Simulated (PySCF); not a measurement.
PySCF input file for bromine monochloride cation (BrCl), SMILES BrCl (connectivity only; charge and spin as stated), charge +1, multiplicity 2, SMD-B3LYP/6-31G*. The structure is a stationary point at PBE0-D3(BJ)/def2-TZVP. The multiplicity is an assumed one; other spin states were not compared.

```python
import numpy as np
from pyscf import gto, scf, dft
from pyscf.solvent import smd

mol = gto.M(
    atom='''
    Cl    0.00000000    0.00000000   -1.37302469
    Br    0.00000000    0.00000000    0.66689771
    ''',
    basis='6-31G*',
    charge=1,
    spin=1,
    max_memory=1600,
    verbose=3,
)
mf = dft.UKS(mol, xc='b3lyp').density_fit(auxbasis='def2-universal-jkfit')
mf.grids.level = 3
mf.conv_tol = 1e-9
mf.max_cycle = 100
mf.kernel()
fine, coarse = mf.grids, dft.Grids(mol).set(level=1).build(with_non0tab=True)
for _ in range(3):  # follow internal instabilities
    mf.grids = coarse
    mo, _, stable, _ = mf.stability(return_status=True, nroots=4)
    mf.grids = fine
    if stable:
        break
    mf.kernel(mf.make_rdm1(mo, mf.mo_occ))
res = {}
for name in ['water', '2-propanol', 'chloroform']:
    s = mf.SMD()
    s.with_solvent.solvent, s.with_solvent.sasa_ng = name, 302
    s.kernel(mf.make_rdm1())
    res[name] = (s.e_tot, s.with_solvent.get_cds(), s.dip_moment(), s.mo_energy, s.converged)
    print(f'SMD {name}: dG(solv) = {(s.e_tot - mf.e_tot) * 627.509474:.3f} kcal/mol, of which CDS {res[name][1] * 627.509474:.3f}')
```

Log of the run:

```

WARN: HOMO -0.293532223717 >= LUMO -0.29353222371699

converged SCF energy = -3033.63583030627  <S^2> = 0.75196953  2S+1 = 2.0019686
<class 'pyscf.df.df_jk.DFUKS'> wavefunction is stable in the internal stability analysis
converged SCF energy = -3033.7263564698  <S^2> = 0.7519602  2S+1 = 2.0019592

WARN: System has nonzero charge 1; the dipole moment is origin-dependent.
Location of origin: [0. 0. 0.]

Dipole moment(X, Y, Z, Debye): -0.00000, -0.00000, -0.28300
SMD water: dG(solv) = -56.806 kcal/mol, of which CDS -0.010
converged SCF energy = -3033.72715648832  <S^2> = 0.75196082  2S+1 = 2.0019599

WARN: System has nonzero charge 1; the dipole moment is origin-dependent.
Location of origin: [0. 0. 0.]

Dipole moment(X, Y, Z, Debye): -0.00000,  0.00000, -0.28852
SMD 2-propanol: dG(solv) = -57.308 kcal/mol, of which CDS -2.776
converged SCF energy = -3033.71281561953  <S^2> = 0.75196304  2S+1 = 2.0019621

WARN: System has nonzero charge 1; the dipole moment is origin-dependent.
Location of origin: [0. 0. 0.]

Dipole moment(X, Y, Z, Debye): -0.00000,  0.00000, -0.30877
SMD chloroform: dG(solv) = -48.309 kcal/mol, of which CDS -3.037
```

The run converged.

Cost: very roughly 13 core-seconds.
